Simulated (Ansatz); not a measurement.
Computed with Ansatz on PBE0-D4/def2-TZVP structures; ΔE is electronic, products minus reactants. CCSD(T)/CBS adds triple-zeta CCSD(T) − MP2 to the extrapolated MP2 energy (def2 sets, frozen cores). This one scheme is used for every species. Functionals use def2-TZVPP. B3LYP here is the variant with VWN-RPA as its local correlation; programs differ in this. HSE06 is defined as in plane-wave codes. def2 core potentials past Kr. For Sn outer-core shells are correlated without core-valence functions, which leaves a few kJ/mol of doubt a bond.

`C#[C][Sn]([Cl])([Cl])[Cl]` + HCl → tin tetrachloride + acetylene  (ligand exchange at the Sn–C bond)

```json
{"level": "BLYP-D4", "ΔE (kcal/mol)": "-17.9", "difference from CCSD(T)/CBS": "-2.3"}
{"level": "r2SCAN-D4", "ΔE (kcal/mol)": "-17.6", "difference from CCSD(T)/CBS": "-2.0"}
{"level": "PBE0-D4", "ΔE (kcal/mol)": "-16.9", "difference from CCSD(T)/CBS": "-1.3"}
{"level": "B3LYP-D4", "ΔE (kcal/mol)": "-17.7", "difference from CCSD(T)/CBS": "-2.1"}
{"level": "HSE06-D4", "ΔE (kcal/mol)": "-16.9", "difference from CCSD(T)/CBS": "-1.3"}
{"level": "CAM-B3LYP-D4", "ΔE (kcal/mol)": "-16.9", "difference from CCSD(T)/CBS": "-1.3"}
{"level": "ωB97X-V", "ΔE (kcal/mol)": "-16.5", "difference from CCSD(T)/CBS": "-0.9"}
{"level": "revPBE", "ΔE (kcal/mol)": "-17.2", "difference from CCSD(T)/CBS": "-1.6"}
{"level": "r2SCAN", "ΔE (kcal/mol)": "-17.7", "difference from CCSD(T)/CBS": "-2.1"}
{"level": "LC-ωPBE", "ΔE (kcal/mol)": "-15.9", "difference from CCSD(T)/CBS": "-0.3"}
{"level": "RPA@PBE/def2-TZVPP", "ΔE (kcal/mol)": "-12.1", "difference from CCSD(T)/CBS": "3.5"}
{"level": "CCSD(T)/def2-SVP", "ΔE (kcal/mol)": "-15.3", "difference from CCSD(T)/CBS": "0.3"}
{"level": "MP2/def2-TZVPP", "ΔE (kcal/mol)": "-13.3", "difference from CCSD(T)/CBS": "2.3"}
{"level": "SCS-MP2/def2-TZVPP", "ΔE (kcal/mol)": "-13.4", "difference from CCSD(T)/CBS": "2.2"}
{"level": "MP2/def2-QZVPP", "ΔE (kcal/mol)": "-14.8", "difference from CCSD(T)/CBS": "0.8"}
{"level": "HF/CBS(def2)", "ΔE (kcal/mol)": "-18.1", "difference from CCSD(T)/CBS": "-2.5"}
{"level": "CCSD(T)/CBS", "ΔE (kcal/mol)": "-15.6", "difference from CCSD(T)/CBS": "0"}
```

Largest T1 diagnostic among the species: 0.013.

In def2-TZVPP, CCSD(T) changes the Hartree–Fock value by +4.3 kcal/mol (the triples alone add +0.4 kcal/mol) and MP2 by +4.3 kcal/mol. Leaving LDA and LC-ωPBE aside and taking each functional with its dispersion term where it has one, the values, not all of them listed here, spread over 2.5 kcal/mol, from BLYP-D4 to PBE-QIDH.
